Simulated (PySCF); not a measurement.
Compound: CH12O2Si5.
Atom-mapped SMILES: `[SiH3:1][Si:2]1([SiH3:3])[O:4][SiH2:5][O:6][CH2:7][SiH2:8]1`

Structure used (GFN2-xTB), in Å, numbered top down from 1:
```
atom  x, y, z in Å
Si1    1.663    2.292   -0.059
Si2    0.824    0.113   -0.069
Si3    2.366   -1.625    0.183
O4    -0.047    0.079    1.343
Si5   -1.533   -0.358    1.824
O6    -2.426   -0.807    0.555
C7    -2.511   -0.173   -0.708
Si8   -0.848   -0.310   -1.667
H9     0.671    3.375    0.001
H10    2.411    2.499   -1.306
H11    2.606    2.580    1.030
H12    1.817   -2.976    0.006
H13    3.067   -1.655    1.473
H14    3.409   -1.471   -0.840
H15   -2.033    0.838    2.492
H16   -1.465   -1.592    2.579
H17   -2.787    0.878   -0.567
H18   -3.340   -0.654   -1.236
H19   -1.008    0.639   -2.782
H20   -0.841   -1.660   -2.256
```

Definitions: NICS(0) = −σiso at the ring centroid; NICS(1) = −σiso and NICS(1)zz = −σzz at ±1 Å along the ring normal z. Level: GIAO PBE0/pcSseg-1 (PySCF, non-relativistic, gas phase) on the GFN2-xTB geometry, one conformer.

Ring bond lengths (Å), with Mayer bond orders in brackets: Si2–O4 1.659 (0.80), O4–Si5 1.623 (0.94), Si5–O6 1.615 (1.01), O6–C7 1.416 (0.84), C7–Si8 1.925 (0.90), Si8–Si2 2.352 (0.88).

What do the NICS probes read (ppm)?

```
                ring                                                        type  NICS(0)  NICS(1), two faces  NICS(1)zz, two faces  rms pucker (Å)  centre to ring atoms, mean (Å)
Si2–O4–Si5–O6–C7–Si8  6-membered ring with 2 O and 3 Si; formal bonds all single     -0.7         -0.1 / -0.4             4.6 / 4.7            0.20                            1.72
```

What can be read from them?

- Si2–O4–Si5–O6–C7–Si8: mean NICS(1)zz 4.6 ppm, deshielded. Si2, Si5, C7, Si8 have four or more neighbours, so the value isn't read as a sign of a π ring current.

At the first NICS(1) probe listed for ring Si2–O4–Si5–O6–C7–Si8, 1 Å off the ring, what do the in-plane components average?

The isotropic value is a third of the trace: (3 × -0.1 − (4.6))/2 = -2.4 ppm.

What are the shieldings of the ring atoms and their hydrogens in the same run (means over atoms taken as equivalent)?

| atoms | environment | σ isotropic (ppm) | principal values of the symmetric part, first atom (ppm) |
| --- | --- | --- | --- |
| Si2 | oxygen-bound silicon | 353.1 | 277.5, 308.6, 473.2 |
| O4 | siloxane oxygen | 321.0 | 233.2, 342.6, 387.1 |
| Si5 | oxygen-bound silicon | 388.8 | 367.8, 392.3, 406.3 |
| O6 | silyl ether oxygen | 308.4 | 235.1, 330.4, 359.8 |
| C7 | sp3 carbon bound to oxygen | 132.1 | 95.6, 113.3, 187.3 |
| Si8 | SiH2 silicon | 433.1 | 413.9, 430.4, 455.1 |
| H15 (×2) | Si–H hydrogen | 27.02 | 22.8, 24.8, 32.9 |
| H17 (×2) | methylene hydrogen | 27.17 | 23.1, 26.6, 32.1 |
| H19 (×2) | Si–H hydrogen | 27.64 | 24.9, 25.5, 33.2 |
